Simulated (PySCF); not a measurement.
**Radial density of Br (bromine, neutral)**

M06-L, [Ar] 3d10 4s2 4p5, 2P determinant. All numbers are calculated (PySCF 2.14, the spin-free X2C one-electron Hamiltonian (Gaussian nucleus), in x2c-TZVPPall (6s5p4d1f, 48 functions)).

| r (bohr) | 4πr²ρ (e/bohr) | 4πr²(ρα − ρβ) |
| --- | --- | --- |
| 0.000643 | 0.2714 | 0.0000 |
| 0.00108 | 0.6662 | 0.0000 |
| 0.00182 | 1.630 | 0.0000 |
| 0.00306 | 3.878 | -0.0001 |
| 0.00515 | 8.713 | -0.0001 |
| 0.00866 | 17.86 | -0.0001 |
| 0.0146 | 31.39 | 0.0002 |
| 0.0245 | 42.55 | 0.0027 |
| 0.0412 | 40.38 | 0.0125 |
| 0.0693 | 35.98 | 0.0343 |
| 0.117 | 50.02 | 0.0387 |
| 0.196 | 39.69 | -0.0021 |
| 0.330 | 29.59 | 0.0796 |
| 0.555 | 31.27 | 0.0460 |
| 0.934 | 8.749 | 0.1216 |
| 1.57 | 4.625 | 0.6148 |
| 2.64 | 1.762 | 0.2765 |
| 4.44 | 0.1383 | 0.0131 |
| 7.47 | 0.0002933 | 0.0000 |

Densities and radii are taken from the X2C orbitals without a picture-change correction, which distorts them close to the nucleus.

Problem. Where is the radial spin density 4πr²(ρα − ρβ) most negative, and why is it negative at all?

Solution. Around r = 0.196 bohr, down to -0.0021 e/bohr: exchange with the open shell polarises the paired shells in an unrestricted calculation.
